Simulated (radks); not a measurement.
Excited configurations of Ne I: one electron is placed in a higher orbital outside [He] 2s2 2p5. The ground configuration is [Ne]. All-electron calculation, non-relativistic Kohn-Sham, r2SCAN, spin-polarised, spherical densities, point nucleus; open shells are filled with parallel spins first; meta-GGA in the generalised Kohn-Sham scheme. Program: a radial shooting solver on a logarithmic mesh with Libxc functionals. Excitation = E - E(ground); binding = E(ion) - E, where the ion is the core of charge +1; n* = 1/sqrt(2 binding) in atomic units, and the quantum defect is n - n*.

\begin{tabular}{lrrrrrr}
outer orbital & excitation (eV) & binding (eV) & n* & quantum defect & eigenvalue (eV) & <r> (bohr) \\ \hline
4s & 20.511 & 1.991 & 2.614 & 1.386 & -1.226 & 10.43 \\
5p & 21.634 & 0.868 & 3.959 & 1.041 & -0.545 & 24.06 \\
5d & 21.899 & 0.603 & 4.750 & 0.250 & -0.373 & 33.27 \\
\end{tabular}

The Delta-SCF ionisation energy is 22.502 eV (NIST Atomic Spectra Database: 21.565 eV, measured). Self-interaction in the functional shifts the binding energies and quantum defects, so they are the method's values and not measured ones. Open shells are spherical and high-spin; term and fine-structure splittings are not resolved.
